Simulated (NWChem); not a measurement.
The numbers come from NWChem runs, not from measurements. System: CH3FSi, charge 0, spin multiplicity 1, at a geometry optimised with B3LYP/def2-SVP. The structure started from a generated list of species. Level: EOM-CCSD/def2-SVPD, 7 core orbitals frozen.

Input file:

```
start mol
memory heap 100 mb stack 700 mb global 1900 mb
geometry units angstroms nocenter noautoz
  Si     0.072930    -0.682227     0.000000
  F      1.330350     0.383310     0.000000
  C     -1.351128     0.584271     0.000000
  H     -2.346716     0.111632     0.000000
  H     -1.270341     1.242067    -0.886116
  H     -1.270341     1.242067     0.886116
  symmetry group Cs
end
basis spherical
  * library def2-svpd
end
scf
  rhf
  nopen 0
  maxiter 100
  thresh 1e-7
  semidirect memsize 60000000 filesize 0
end
tce
  freeze core 7
  ccsd
  nroots 2
  2eorb
  2emet 13
  thresh 1e-5
  maxiter 200
  tilesize 24
  dipole
end
task tce energy
```

Part of the output:

```
             Northwest Computational Chemistry Package (NWChem) 7.3.0
             --------------------------------------------------------

                                NWChem Input Module
                                -------------------

 Scaling coordinates for geometry "geometry" by  1.889725989
 (inverse scale =  0.529177249)

 Turning off AUTOSYM since
 SYMMETRY directive was detected!

                             Geometry "geometry" -> ""
                             -------------------------

 Output coordinates in angstroms (scale by  1.889725989 to convert to a.u.)

  No.       Tag          Charge          X              Y              Z
 ---- ---------------- ---------- -------------- -------------- --------------
    1 Si                  14.0000     0.07293000    -0.68222700     0.00000000
    2 F                    9.0000     1.33035000     0.38331000     0.00000000
    3 C                    6.0000    -1.35112800     0.58427100     0.00000000
    4 H                    1.0000    -2.34671600     0.11163200     0.00000000
    5 H                    1.0000    -1.27034100     1.24206700    -0.88611600
    6 H                    1.0000    -1.27034100     1.24206700     0.88611600

 Effective nuclear repulsion energy (a.u.)      97.3305136870

            Nuclear Dipole moment (a.u.)
            ----------------------------
        X                 Y               Z
 ---------------- ---------------- ----------------
     0.0000075589     0.0000075589     0.0000000000

      Symmetry information
      --------------------

 Group name             Cs
 Group number              2
 Group order               2
 No. of unique centers     5

      Symmetry unique atoms

     1    2    3    4    5


 Summary of "ao basis" -> "" (spherical)
 ------------------------------------------------------------------------------
       Tag                 Description            Shells   Functions and Types
 ---------------- ------------------------------  ------  ---------------------
 *                         def2-svpd                  on all atoms

 Summary of "ao basis" -> "ao basis" (spherical)
 ------------------------------------------------------------------------------
       Tag                 Description            Shells   Functions and Types
 ---------------- ------------------------------  ------  ---------------------
 Si                        def2-svpd                10       24   5s3p2d
 F                         def2-svpd                 9       23   4s3p2d
 C                         def2-svpd                 8       20   4s2p2d
 H                         def2-svpd                 4        8   2s2p

                                 NWChem SCF Module
                                 -----------------

  ao basis        = "ao basis"
  functions       =    91
  atoms           =     6
  closed shells   =    16
  open shells     =     0
  charge          =   0.00
  wavefunction    = RHF
  use symmetry    = T
  symmetry adapt  = T

 Summary of "ao basis" -> "ao basis" (spherical)
 ------------------------------------------------------------------------------
       Tag                 Description            Shells   Functions and Types
 ---------------- ------------------------------  ------  ---------------------
 Si                        def2-svpd                10       24   5s3p2d
 F                         def2-svpd                 9       23   4s3p2d
 C                         def2-svpd                 8       20   4s2p2d
 H                         def2-svpd                 4        8   2s2p

      Symmetry analysis of basis
      --------------------------

        a'         61
        a"         30

 Forming initial guess at       0.0s

      Superposition of Atomic Density Guess
      -------------------------------------

 Sum of atomic energies:        -427.15899928

      Non-variational initial energy
      ------------------------------

 Total energy =    -427.948325
 1-e energy   =    -784.548809
 2-e energy   =     259.269971
 HOMO         =      -0.232556
 LUMO         =      -0.042369

      Symmetry analysis of molecular orbitals - initial
      -------------------------------------------------

  Numbering of irreducible representations:

     1 a'          2 a"

  Orbital symmetries:

     1 a'          2 a'          3 a'          4 a'          5 a'
     6 a'          7 a"          8 a'          9 a'         10 a'
    11 a'         12 a"         13 a'         14 a"         15 a'
    16 a'         17 a"         18 a'         19 a'         20 a'
    21 a'         22 a"         23 a'         24 a'         25 a"
    26 a'

 Starting SCF solution at       0.6s

 ----------------------------------------------
         Quadratically convergent ROHF

 Convergence threshold     :          1.000E-07
 Maximum no. of iterations :          100
 Final Fock-matrix accuracy:          1.000E-09
 ----------------------------------------------

              iter       energy          gnorm     gmax       time
             ----- ------------------- --------- --------- --------
                 1     -427.7537611496  9.28D-01  2.67D-01      0.6
                 2     -427.8016572790  2.71D-01  6.28D-02      0.7
                 3     -427.8089099271  1.84D-02  4.17D-03      0.9
                 4     -427.8089678756  1.61D-04  2.87D-05      1.1
                 5     -427.8089678800  2.40D-08  5.97D-09      1.5

       Final RHF  results
       ------------------

         Total SCF energy =   -427.808967880022
      One-electron energy =   -786.520487576489
      Two-electron energy =    261.381006009468
[...]
   0.0884008264889   0.3187890639091    8.67470     1.7     1.7

 Iteration   9 using   18 trial vectors
   0.0006151675444   0.1257730397733    3.42246
   0.0830005031228   0.3084714134088    8.39394     1.7     1.7

 Iteration  10 using   20 trial vectors
   0.0002442388002   0.1257740957916    3.42249
   0.0686524501261   0.2980921409426    8.11150     1.7     1.7

 Iteration  11 using   22 trial vectors
   0.0000906599421   0.1257740753749    3.42249
   0.0509248305181   0.2928837966571    7.96978     1.7     1.7

 Iteration  12 using   24 trial vectors
   0.0000329506833   0.1257742209496    3.42249
   0.0334818454797   0.2912368857998    7.92496     1.7     1.7

 Iteration  13 using   26 trial vectors
   0.0000120526577   0.1257742584650    3.42249
   0.0235390051455   0.2908166575201    7.91353     1.7     1.7

 Iteration  14 using   28 trial vectors
   0.0000046635167   0.1257742382454    3.42249
   0.0173334646280   0.2904650567668    7.90396     1.7     1.7

 Iteration  15 using   29 trial vectors
   0.0000041403502   0.1257742389398    3.42249
   0.0125087974452   0.2902621291131    7.89844     0.9     0.9

 Iteration  16 using   30 trial vectors
   0.0000041122080   0.1257742385808    3.42249
   0.0091863568677   0.2902579412611    7.89832     1.0     1.0

 Iteration  17 using   31 trial vectors
   0.0000041113847   0.1257742385178    3.42249
   0.0071527348757   0.2901897917089    7.89647     0.9     0.9

 Iteration  18 using   32 trial vectors
   0.0000041116919   0.1257742384994    3.42249
   0.0052739321154   0.2901077394262    7.89424     1.0     1.0

 Iteration  19 using   33 trial vectors
   0.0000041216939   0.1257742379082    3.42249
   0.0034376038966   0.2900635180435    7.89303     1.0     1.0

 Iteration  20 using   34 trial vectors
   0.0000041108513   0.1257742367063    3.42249
   0.0021998653658   0.2900162558261    7.89175     1.0     1.0

 Iteration  21 using   35 trial vectors
   0.0000040698901   0.1257742357868    3.42249
   0.0014646074118   0.2899950579698    7.89117     1.0     1.0

 Iteration  22 using   36 trial vectors
   0.0000040552259   0.1257742350471    3.42249
   0.0009093081766   0.2899913072276    7.89107     1.0     1.0

 Iteration  23 using   37 trial vectors
   0.0000040078443   0.1257742344676    3.42249
   0.0005262658855   0.2899918798501    7.89108     1.0     1.0

 Iteration  24 using   38 trial vectors
   0.0000040001923   0.1257742347451    3.42249
   0.0002810346278   0.2899954478889    7.89118     1.0     1.0

 Iteration  25 using   39 trial vectors
   0.0000039990585   0.1257742352766    3.42249
   0.0001428427197   0.2899967563864    7.89122     1.0     1.0

 Iteration  26 using   40 trial vectors
   0.0000039990397   0.1257742356202    3.42249
   0.0000790594726   0.2899971470619    7.89123     1.0     1.0

 Iteration  27 using   41 trial vectors
   0.0000040021501   0.1257742362648    3.42249
   0.0000464721037   0.2899974268937    7.89123     1.0     1.0

 Iteration  28 using   42 trial vectors
   0.0000040084602   0.1257742371839    3.42249
   0.0000261464843   0.2899974769964    7.89124     1.0     1.0

 Iteration  29 using   43 trial vectors
   0.0000039928253   0.1257742373630    3.42249
   0.0000137184078   0.2899975154038    7.89124     1.0     1.0

 Iteration  30 using   44 trial vectors
   0.0000039692601   0.1257742370046    3.42249
   0.0000072128456   0.2899975573829    7.89124     1.0     1.0
 --------------------------------------------------------------
 Iterations converged
 ------------------

 Excited state root  1
 Excitation energy / hartree =        0.125774237004562
                   / eV      =        3.422492582306423
 largest EOMCCSD amplitudes: R1 and R2

 Singles contributions
    17a"  (alpha) ---    15a'  (alpha)        0.1152866434
    17a"  (alpha) ---    16a'  (alpha)       -0.9048213769
    26a"  (alpha) ---    16a'  (alpha)       -0.1432730068

 Doubles contributions
 ------------------

 Excited state root  2
 Excitation energy / hartree =        0.289997557382910
                   / eV      =        7.891238401978858
 largest EOMCCSD amplitudes: R1 and R2

 Singles contributions
    17a"  (alpha) ---    10a'  (alpha)        0.1586045608
    17a"  (alpha) ---    11a'  (alpha)       -0.1423178396
    17a"  (alpha) ---    15a'  (alpha)       -0.8554570949
    17a"  (alpha) ---    16a'  (alpha)       -0.1022841115

 Doubles contributions

 No. of initial left vectors    2

 EOM-CCSD left-hand side iterations
 --------------------------------------------------------------
      Residuum       Omega / hartree  Omega / eV    Cpu    Wall
 --------------------------------------------------------------

 Iteration   1 using    2 trial vectors
   0.4973237416558   0.2176024838518    5.92127
   0.4907443613320   0.4334961011001   11.79603     3.1     3.1

 Iteration   2 using    4 trial vectors
   0.1342695535406   0.1395340069698    3.79692
   0.1376908220849   0.3535147360322    9.61963     3.0     3.0

 Iteration   3 using    6 trial vectors
   0.0630907040075   0.1295681665981    3.52573
   0.0685606401054   0.3437912181500    9.35504     3.0     3.0

 Iteration   4 using    8 trial vectors
   0.0283955446778   0.1265592425475    3.44385
   0.0425141761374   0.3397775970419    9.24582     3.0     3.0

 Iteration   5 using   10 trial vectors
   0.0125594789188   0.1259493053582    3.42726
   0.0328614405736   0.3378269876315    9.19274     3.0     3.0

 Iteration   6 using   12 trial vectors
   0.0057146927182   0.1257880660124    3.42287
   0.0460373342895   0.3355029848916    9.12950     3.1     3.1

 Iteration   7 using   14 trial vectors
   0.0030015583886   0.1257633592028    3.42220
   0.0925548492367   0.3283944477077    8.93607     2.8     2.8

 Iteration   8 using   16 trial vectors
   0.0014549722487   0.1257670483925    3.42230
   0.0908638109175   0.3184175215370    8.66459     2.6     2.6

 Iteration   9 using   18 trial vectors
   0.0006107251162   0.1257719466784    3.42243
   0.0822347742880   0.3073959405242    8.36467     2.4     2.4

 Iteration  10 using   20 trial vectors
   0.0002427741342   0.1257737185312    3.42248
   0.0676994302178   0.2973472945686    8.09124     2.4     2.4

 Iteration  11 using   22 trial vectors
   0.0000897855302   0.1257740033343    3.42249
   0.0495820004671   0.2924030179856    7.95669     2.9     2.9

 Iteration  12 using   24 trial vectors
   0.0000328654375   0.1257742621532    3.42249
   0.0322693159535   0.2909638899607    7.91753     2.5     2.5

 Iteration  13 using   26 trial vectors
   0.0000118682654   0.1257743281654    3.42250
   0.0226382658921   0.2906328321152    7.90853     2.9     2.9

 Iteration  14 using   28 trial vectors
   0.0000046118453   0.1257743220638    3.42249
   0.0168623370548   0.2903183431114    7.89997     2.8     2.8

 Iteration  15 using   29 trial vectors
   0.0000040704812   0.1257743249505    3.42249
   0.0120487579152   0.2901731954424    7.89602     1.6     1.6

 Iteration  16 using   30 trial vectors
   0.0000040402277   0.1257743254895    3.42249
   0.0087347158826   0.2902398738977    7.89783     1.6     1.6

 Iteration  17 using   31 trial vectors
   0.0000040429731   0.1257743256991    3.42249
   0.0067113866010   0.2902089983947    7.89699     1.5     1.5

 Iteration  18 using   32 trial vectors
   0.0000040362851   0.1257743263473    3.42250
   0.0049657323484   0.2901375211046    7.89505     1.6     1.6

 Iteration  19 using   33 trial vectors
   0.0000040408066   0.1257743260427    3.42250
   0.0032781029433   0.2900919900467    7.89381     1.7     1.7

 Iteration  20 using   34 trial vectors
   0.0000040347444   0.1257743257106    3.42249
   0.0021476945494   0.2900260989810    7.89202     2.0     2.0

 Iteration  21 using   35 trial vectors
   0.0000040058633   0.1257743262112    3.42250
   0.0014488441278   0.2899987700958    7.89127     1.9     1.9

 Iteration  22 using   36 trial vectors
   0.0000039985130   0.1257743265751    3.42250
   0.0009232042768   0.2899916640178    7.89108     2.1     2.1

 Iteration  23 using   37 trial vectors
   0.0000039568354   0.1257743269615    3.42250
   0.0005513000728   0.2899879827732    7.89098     2.2     2.2

 Iteration  24 using   38 trial vectors
   0.0000039557228   0.1257743270831    3.42250
   0.0002965104599   0.2899929875537    7.89111     2.2     2.2

 Iteration  25 using   39 trial vectors
   0.0000039555624   0.1257743276235    3.42250
   0.0001526429025   0.2899954500947    7.89118     2.8     2.8

 Iteration  26 using   40 trial vectors
   0.0000039558647   0.1257743280080    3.42250
   0.0000854938194   0.2899961026560    7.89120     3.0     3.0

 Iteration  27 using   41 trial vectors
   0.0000039605023   0.1257743287368    3.42250
   0.0000506572720   0.2899968147517    7.89122     3.1     3.1

 Iteration  28 using   42 trial vectors
   0.0000039664310   0.1257743292623    3.42250
   0.0000290252255   0.2899971664018    7.89123     3.0     3.0

 Iteration  29 using   43 trial vectors
   0.0000039405791   0.1257743280458    3.42250
   0.0000155421445   0.2899973743035    7.89123     2.9     2.9

 Iteration  30 using   44 trial vectors
   0.0000039152021   0.1257743268414    3.42250
   0.0000080925432   0.2899974984082    7.89124     3.0     3.0
 --------------------------------------------------------------
 Iterations converged

 Excited state root  1
 Excitation energy / hartree =        0.125774237004562
                   / eV      =        3.422492582306423

 EOM-CCSD transition moments / hartree
 --------------------------------------------
 X    0.0000000 Y    0.0000000 Z    0.6613317
 Oscillator Strength                0.0366724
 --------------------------------------------

 EOM-CCSD dipole moments / hartree & Debye
 ------------------------------------
   X         0.8637108      2.1953505
   Y        -0.0847732     -0.2154735
   Z         0.0000000      0.0000000
 Total       0.8678611      2.2058995
 ------------------------------------

 Singles contributions
    17a"  (alpha) ---    15a'  (alpha)        0.1152866434
    17a"  (alpha) ---    16a'  (alpha)       -0.9048213769
    26a"  (alpha) ---    16a'  (alpha)       -0.1432730068

 Doubles contributions

 Excited state root  2
 Excitation energy / hartree =        0.289997557382910
                   / eV      =        7.891238401978858

 Task  times  cpu:      233.4s     wall:      233.4s

 Total times  cpu:      233.5s     wall:      233.5s
```
